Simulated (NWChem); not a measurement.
BNH₃ anion

```xyz
5

B     -0.0216     0.6553     0.0000
N     -0.1141    -0.7104     0.0000
H     -1.0403     1.3704     0.0000
H      1.0478     1.3086     0.0000
H      0.8122    -1.1490     0.0000
```
Atoms are numbered in this order, from 1.

Level: B3LYP/def2-SVPD (NWChem), optimised geometry, unscaled harmonic frequencies. 

**Question.** List the harmonic frequencies with IR intensities, and the thermochemistry.

**Answer.** 
| frequency (cm⁻¹) | IR intensity (km/mol) |
|---|---|
| 817 | 50.4 |
| 883 | 37.0 |
| 930 | 9.1 |
| 1087 | 69.7 |
| 1162 | 7.1 |
| 1427 | 140.6 |
| 2202 | 587.4 |
| 2285 | 394.9 |
| 3419 | 53.7 |

```
Property                                                                            Value
-----------------------------------------------------------------------  ----------------
zero-point energy                                                           20.3 kcal/mol
thermal correction to the enthalpy at 298.15 K (with zero-point energy)     22.8 kcal/mol
heat capacity Cv                                                          8.2 cal/(mol K)
entropy at 298.15 K and 1 atm (symmetry number 1)                        55.0 cal/(mol K)
```

Rigid rotor and harmonic oscillator.
